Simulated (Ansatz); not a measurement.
## Ga2H5N: where a starting geometry ends

The starting geometry of this gas-phase singlet was optimised with GFN2-xTB.

```xyz
8

Ga    0.8960    0.0944   -0.4395
Ga   -1.1029   -1.7140   -0.5840
N    -0.0056   -0.0125    1.1854
H     2.2538   -0.6681   -0.5972
H     0.4165   -0.3995    2.0251
H    -0.6380    0.7209    1.4963
H    -2.3791   -2.3114    0.5360
H     0.5599    1.2668   -1.4207
```

Where would you expect an optimisation with PBE0-D3(BJ)/def2-SVP to take it?

A new bond forms, giving a structure given below by its coordinates. Distances that change by over a tenth: Ga2–H7 (1.80 → 1.59 Å). Contacts that close: Ga2–N3 (2.69 → 2.12 Å).

The energy falls by 0.47 eV over 9 steps:

```csv
step,E − E(last) (eV)
1,0.468
2,0.220
3,0.083
4,0.022
5,0.004
6,0.001
7,0.000
8,0.000
9,0.000
```

Final geometry (Å):

```xyz
8

Ga    0.8833   -0.0002   -0.6376
Ga   -1.0259   -1.4997   -0.2502
N    -0.1335   -0.1354    1.1115
H     2.2923   -0.6708   -0.5149
H     0.3502   -0.5109    1.9274
H    -0.6783    0.6690    1.4224
H    -2.2251   -2.2099    0.5216
H     0.5374    1.3346   -1.3787
```

Frequencies at the end are all real (lowest 185 cm⁻¹). Run with Ansatz 0.2.0, 19 s on 2 threads of Arm Neoverse V1, with other jobs on the host.
